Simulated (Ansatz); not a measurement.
## Pulling the pair apart

The pair of F⁻ (SMILES [F-], atom 1) and Br2 (SMILES BrBr, atoms 2–3), both closed shells, in one local arrangement (a lower one may exist), relaxed at PBE0-D4/def2-TZVPD:

```
3
angstrom
F 0.0008 0.0106 -2.1608
Br 0.0001 0.0009 -0.1993
Br -0.0008 -0.0116 2.3600
```

Br2 is shifted rigidly along the line between the mean atom positions of the two fragments (negative: closer). Counterpoise interaction energies in kJ/mol. Program: Ansatz 0.2.0. Basis: def2-TZVPPD. Cores are frozen in the correlated methods. Filled d shells of the heavier atoms are correlated. The def2 sets are not built for correlating such inner shells, so the correlated values are less sure here. B3LYP uses VWN-RPA correlation.

```
shift (Å)      HF  B3LYP-D4  wB97M-V
    -0.20  -213.1    -204.6   -218.9
    -0.10  -224.6    -231.4   -239.7
     0.00  -222.2    -241.7   -244.6
     0.10  -211.9    -241.6   -239.6
     0.24  -191.5    -231.1   -223.5
     0.49  -150.1    -198.6   -183.4
     0.98   -89.0    -137.4   -113.7
     1.96   -35.1     -76.6    -43.4
```

What does CCSD(T) give at these shifts? (Judge from chemistry; the value comes from the calculation.)

By the calculation: -186.2, -210.6, -219.0, -217.2, -205.0, -170.0, -104.5, -37.7 kJ/mol. For zero shift, CCSD(T) at an estimated basis limit (MP2 extrapolated from triple and quadruple zeta, plus CCSD(T) − MP2 in triple zeta) gives -236.4 kJ/mol. These are counterpoise interaction energies, counted from the two frozen fragments.

T1 diagnostic: at most 0.022. The restricted Hartree–Fock reference is unstable towards an unrestricted one here.

For scale, one of the runs: CCSD(T)/def2-TZVPPD, 154 basis functions, launched by `ansatz run in.yaml --threads 4 --pin off --events-out ev --progress --plain --max-ram 9574MiB`. Hardware: 4 CPU threads of an Intel Xeon 6975P-C, shared host. Wall time 9 s; peak host memory 0.89 GiB.
